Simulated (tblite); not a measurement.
**Question.** What does the GFN2-xTB structure of `CC/C(=C/[SiH2]CF)C(=O)O` look like in three dimensions?

**Answer.** 
Z-matrix in Å and degrees, rows numbered from 1:
```
C 
C   1  1.5221
C   2  1.5014  1  114.27
C   3  1.3365  2  127.88  1     2.68
Si  4  1.8885  3  121.02  2  -179.38
C   5  1.9321  4  100.95  3  -179.55
F   6  1.3864  5  110.33  4   -54.92
C   3  1.4647  2  117.08  1  -177.23
O   8  1.2179  3  123.02  2   179.60
O   8  1.3321  3  115.67  2    -0.36
H   1  1.0873  2  110.69  3    58.58
H   1  1.0874  2  110.82  3   -62.24
H   1  1.0874  2  109.76  3   178.15
H   2  1.0942  1  109.71  3   121.68
H   2  1.0938  1  109.70  3  -121.65
H   4  1.0791  3  119.50  2    -0.57
H   5  1.4601  4  112.82  3    69.50
H   5  1.4628  4  114.24  3   -69.50
H   6  1.0912  5  112.35  4  -173.05
H   6  1.0929  5  113.81  4    63.83
H  10  0.9708  8  110.07  3   179.81
```

Si5 and O9 aren't drawn bonded (4 bonds apart) but lie 2.40 Å from each other; Cordero's covalent radii sum to 1.77 Å. Of the pairs four or more bonds apart, those above aside, C1···H16 is among the closest relative to their van der Waals radii: 2.62 Å, 90 % of the sum of Bondi's values. Si5 (SiH2 silicon) is distorted tetrahedral (angles from 101.0° to 118.4°). The C–O distances run from 1.218 Å (C8=O9, drawn double) to 1.332 Å (C8–O10, drawn single), a spread of 0.114 Å.

Computed geometry: GFN2-xTB, gas phase.

Point group: C1 (no symmetry element, even within 0.4 Å). Its GFN2-xTB frequencies are all real (lowest 41 cm⁻¹). The numbers are those of one conformer (C1–C2–C3–C4 3°, C3–C4–Si5–C6 180°, C4–Si5–C6–F7 -55°, C2–C3–C8–O9 180°, C3–C8–O10–H 180°). 3 starts were optimised and ended at 0.00, 1.70 and 1.80 kcal/mol (GFN2-xTB); the lowest of these is shown.

The run took 1.2 s wall on one thread of an Arm Neoverse N1, on a shared host. That covers the optimisation of the geometry.
